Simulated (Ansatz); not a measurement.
Ansatz (an electronic-structure program) input (RI-MP2/def2-QZVPPD):
A basis named .json is the Basis Set Exchange file of that set.

Ansatz 0.2 input:
```yaml
crystal:
  periodic: [false, false, false]
  atoms:
    - {symbol: Li, position_ang: [-0.00000000, -0.00000000, -1.86756739]}
    - {symbol: C, position_ang: [0.00000000, 0.00000000, 1.06166983]}
    - {symbol: N, position_ang: [-0.00000000, -0.00000000, -0.10961669]}
basis:
  gaussian:
    orbitals: def2-QZVPPD.json
    fitting: {mean_field: def2-universal-jkfit, correlation: def2-QZVPPD-RIFIT.json}
magnetization: {spin_polarized: true, initial_magnetization: 2}
correlation: {method: mp2, electrons: outside_noble_gas}
```

End of the output:

```
integrals: 0.07 GiB planned
203 factors; integrals over basis functions are off by at most 2.9e0 eV
415 factors; integrals over basis functions are off by at most 1.5e0 eV
mean field: 0.28 GiB planned
mean field evaluation 1: about -2707.8089 eV, gradient 2.6e1 eV
mean field evaluation 2: about -2709.4882 eV, gradient 1.9e1 eV
mean field evaluation 4: about -2711.2210 eV, gradient 2.3e0 eV
mean field evaluation 8: about -2711.5135 eV, gradient 5.6e-1 eV
mean field evaluation 16: about -2711.9607 eV, gradient 4.8e0 eV
mean field evaluation 32: about -2711.4509 eV, gradient 2.0e-6 eV
mean field evaluation 64: about -2711.5611 eV, gradient 3.2e-1 eV
mean field evaluation 96: about -2709.7993 eV, gradient 3.0e0 eV
mean field evaluation 128: about -2711.4705 eV, gradient 8.1e-1 eV
mean field -2712.18447570 eV, -99.6709410975 hartree, gradient 1.1e-6 eV, S^2 2.414116; 14 other end points of the search recorded, 0 dependent functions left out
3 core orbitals not correlated
reference -2712.18447570 eV, -99.6709410975 hartree; 6, 4 occupied and 152, 154 virtual orbitals, 415 factors
second order -7.93211157 eV of doubles, -0.00000000 eV of singles
Total energy: -2720.11658728 eV, -99.9624408212 hartree
```

This state (charge 0, triplet) is run at the relaxed geometry of the species with charge 0 and multiplicity 1, and is a spin state other than that species' own.

The determinant is spin-contaminated: <S^2> is 2.41 against 2.00 for a pure state.
